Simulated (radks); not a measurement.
Spherical quantum dot in the effective-mass picture: electrons in a hard-walled sphere of radius 11.8, with a point charge +1 (a donor) at the centre, all in effective atomic units (hartree* = m*/eps^2 hartree, bohr* = eps/m* bohr), one dielectric constant everywhere. Method: non-relativistic Kohn-Sham, LDA (Slater exchange, Perdew-Wang correlation), spin-polarised, spherical densities; computed with a radial shooting solver with Libxc functionals. Levels are named by radial order and angular momentum (1s, 1p, 1d, 2s, ...), and open shells are averaged over m. Results are scaled to m* = 0.101 and eps = 4.8, for which hartree* = 119.3 meV and bohr* = 2.515 nm.

N = 17, configuration 1s2 1p6 1d(up 5, down 3) 2s(up 1, down 0). This is the lowest configuration that the search found (a dilute case). Occupied and some empty levels:

| level | occupation | eigenvalue (meV) | <r> (nm) |
|---|---|---|---|
| 1s up | 1 | 185.93 | 4.556 |
| 2s up | 1 | 190.81 | 21.85 |
| 1s down | 1 | 191.37 | 22.04 |
| 1p up | 3 | 192.27 | 22.44 |
| 1p down | 3 | 193.09 | 22.42 |
| 1d up | 5 | 195.48 | 22.72 |
| 1d down | 3 | 196.30 | 22.70 |
| 1f up | 0 | 200.11 | 23.00 |
| 1f down | 0 | 200.94 | 22.99 |
| 2s down | 0 | 202.93 | 6.411 |
| 1g up | 0 | 206.07 | 23.27 |
| 1g down | 0 | 206.91 | 23.26 |
| 2p up | 0 | 218.41 | 14.84 |
| 2p down | 0 | 219.60 | 15.40 |

Energy (meV): total 1537.05, kinetic 328.34, external -333.04, Hartree 1844.8, exchange-correlation -303.07.

Electron density:

| r (nm) | n(r) (e/nm^3) |
|---|---|
| 2.36 | 0.002865 |
| 4.57 | 0.0005268 |
| 6.79 | 0.0001071 |
| 9.00 | 0.00003054 |
| 11.2 | 0.00002388 |
| 13.4 | 0.00004127 |
| 15.6 | 0.00008086 |
| 17.8 | 0.0001473 |
| 20.1 | 0.0002329 |
| 22.3 | 0.0002955 |
| 24.5 | 0.0002646 |
| 26.7 | 0.0001262 |
| 28.9 | 9.742e-06 |
